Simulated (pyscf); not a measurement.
Structures and frequencies: ωB97X-D3(BJ)/def2-SVP in PySCF.

### Question
How much does it cost (ΔH, 298 K, ωB97M-D3(BJ)/def2-TZVP) to split F–CH(F)–C(Cl)(Cl)–Cl at its C–C bond into F–CH•–F + Cl–C•(Cl)–Cl?

### Answer
C–C to F–CH•–F + Cl–C•(Cl)–Cl: 81.4 kcal/mol. The 7 functionals that were run give +72.7 (PBE) to +82.5 kcal/mol (M06-2X). F–CH(F)–C(Cl)(Cl)–Cl lies 5.9 kcal/mol over its isomer F–C(F)(Cl)–CH(Cl)–Cl, and others may lie lower still (electronic energy, ωB97M-D3(BJ)).
